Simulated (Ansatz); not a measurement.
`C[SiH](C)[NH][AlH2]` → `C[Si]C` + `[NH2][AlH2]`  (silylene formation by 1,1-elimination)

Computed with Ansatz on PBE0-D4/def2-TZVP structures; ΔE is electronic, products minus reactants. CCSD(T)/CBS adds triple-zeta CCSD(T) − MP2 to the extrapolated MP2 energy (def2 sets, frozen cores). This one scheme is used for every species. DFT in def2-TZVPP. B3LYP here is the variant with VWN-RPA as its local correlation; programs differ in this. One conformer a species, not always the lowest.

```csv
level,ΔE (kJ/mol),difference from CCSD(T)/CBS
PBE-D4,281.9,-10.7
r2SCAN-D4,305.6,13.0
B3LYP-D4,286.0,-6.6
ωB97X-V,301.1,8.5
B2PLYP,284.8,-7.8
PBE,270.9,-21.7
r2SCAN,302.2,9.6
PBE0,287.2,-5.4
B3LYP,268.9,-23.7
HF/def2-TZVPP,284.6,-8.0
MP2/def2-TZVPP,307.2,14.6
SCS-MP2/def2-TZVPP,297.7,5.1
CCSD(T)/def2-TZVPP,289.3,-3.3
HF/def2-QZVPP,285.1,-7.5
SCS-MP2/def2-QZVPP,300.0,7.4
CCSD/CBS(def2),290.5,-2.1
CCSD(T)/CBS,292.6,0
```

Largest T1 diagnostic among the species: 0.012.

The D4 term adds +17.1 kJ/mol with B3LYP and +9.9 kJ/mol with PBE0; it sums over pairs of atoms, weighted by their polarisabilities, and B3LYP, whose exchange is more repulsive, gets the larger term. From PBE to PBE0 (25 % exact exchange), in def2-TZVPP and without D4, ΔE moves by +16.3 kJ/mol. In def2-TZVPP, CCSD(T) changes the Hartree–Fock value by +4.7 kJ/mol (the triples alone add +2.1 kJ/mol) and MP2 by +22.6 kJ/mol.
